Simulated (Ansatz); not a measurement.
Total energies of `[OH][SnH2][O][SiH3]`.

Z-matrix (Å, degrees):
```
Sn
O 1 1.956
O 1 1.956 2 106.2
H 1 1.695 2 109.4 3 -112.7
H 1 1.699 2 104.2 3 118.1
Si 2 1.632 1 135.7 3 52.6
H 3 0.960 1 113.9 2 64.7
H 6 1.492 2 111.2 1 33.0
H 6 1.489 2 111.2 1 -87.5
H 6 1.487 2 108.9 1 152.8
```

Total charge 0; spin multiplicity 1. Correlated methods include outer-core shells of Sn, which these sets cover unevenly. Sn: def2 effective core potential. Geometry: relaxed with PBE0-D4/def2-TZVP. It is one conformer, not always the lowest. Basis def2-TZVPP, Ansatz 0.2.0.

RPA on PBE orbitals: Hartree–Fock energy of these orbitals -655.58028 Eh, correlation -1.47271 Eh (frozen core).

```json
{"functional": "r2SCAN", "energy without D4 (Eh)": "-657.96408", "D4 term (kJ/mol)": "-4.9"}
{"functional": "ωB97M-V", "energy without D4 (Eh)": "-657.85871", "D4 term (kJ/mol)": "–"}
```

Task: Give the same for LDA (SPW92), PBE, revPBE, BLYP, B97M-V, PBE0, B3LYP, r2SCANh, r2SCAN0, HSE06 (plane-wave form), BHLYP, CAM-B3LYP, LC-ωPBE, ωB97X-V, B2PLYP, PBE-QIDH. (An estimate is asked.)

Result: Ansatz gave: 
```
             functional  energy without D4 (Eh)  D4 term (kJ/mol)
            LDA (SPW92)              -655.36038                 –
                    PBE              -657.65671             -20.1
                 revPBE              -657.91125             -53.7
                   BLYP              -657.89421             -42.9
                 B97M-V              -657.87100                 –
                   PBE0              -657.69874             -17.2
                  B3LYP              -658.08576             -32.6
                r2SCANh              -657.94098              -5.3
                r2SCAN0              -657.90778              -5.9
HSE06 (plane-wave form)              -657.68312             -16.2
                  BHLYP              -657.84106             -27.6
              CAM-B3LYP              -657.93038             -17.8
                LC-ωPBE              -657.84743                 –
                ωB97X-V              -657.87224                 –
                 B2PLYP              -657.55770                 –
               PBE-QIDH              -657.40476                 –
```

B3LYP takes the VWN-RPA correlation (the form of Gaussian; ORCA's B3LYP/G). HSE06 is the plane-wave form, built on full-range PBE exchange. The double hybrids freeze the cores in their second-order part.

LC-ωPBE has ω = 0.4 bohr⁻¹.
